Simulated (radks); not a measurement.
All-electron atom: the nickel ion Ni4+ in [Ar] 3d6.

All-electron calculation, Dirac Kohn-Sham, PBE, spin-unpolarised, spherical densities, finite nucleus; open shells fill j = l - 1/2 first; Fermi nuclear charge, rms radius 3.7757 fm. Program: a radial shooting solver on a logarithmic mesh with Libxc functionals.

Energy parts (hartree):
| part | energy |
|---|---|
| total | -1516.11836 |
| kinetic | 1540.85092 |
| electron-nucleus | -3587.31428 |
| Hartree | 591.79613 |
| exchange-correlation | -61.45112 |

Orbitals (lengths in bohr, moments of r in powers of bohr):
| orbital | occ. | eigenvalue (hartree) | <r> | <1/r> | <r^4> |
|---|---|---|---|---|---|
| 1s1/2 | 2 | -304.0708 | 0.05409 | 28.09 | 0.00003984 |
| 2s1/2 | 2 | -38.45400 | 0.2447 | 6.098 | 0.008716 |
| 2p1/2 | 2 | -33.84274 | 0.2131 | 6.049 | 0.006337 |
| 2p3/2 | 4 | -33.20050 | 0.2163 | 5.923 | 0.006663 |
| 3s1/2 | 2 | -6.35757 | 0.7283 | 1.953 | 0.5949 |
| 3p1/2 | 2 | -4.93953 | 0.7514 | 1.834 | 0.7460 |
| 3p3/2 | 4 | -4.85437 | 0.7602 | 1.806 | 0.7810 |
| 3d3/2 | 4 | -2.52108 | 0.8385 | 1.527 | 1.647 |
| 3d5/2 | 2 | -2.51013 | 0.8419 | 1.520 | 1.672 |

The highest occupied level is 3d5/2 at -68.304 eV. For comparison, the ionisation energy in NIST's Atomic Spectra Database is 76.1 eV (semi-empirical). In exact Kohn-Sham theory the highest level is minus the ionisation energy, but local and semilocal functionals leave it too shallow, through self-interaction and a potential that decays too fast; potentials with the right tail come closer. The electron density at the nucleus is 1.961e+04 e/bohr^3. The density falls to 0.001 e/bohr^3 at r = 2.46 bohr. Summed over all electrons, <r^2> = 11.00 bohr^2, which gives a Langevin (diamagnetic) susceptibility term of -8.72 x 10^-6 cm^3/mol.

Beside tabulated values, note that spin-unpolarised runs miss the spin-polarisation part of the exchange energy of open shells.
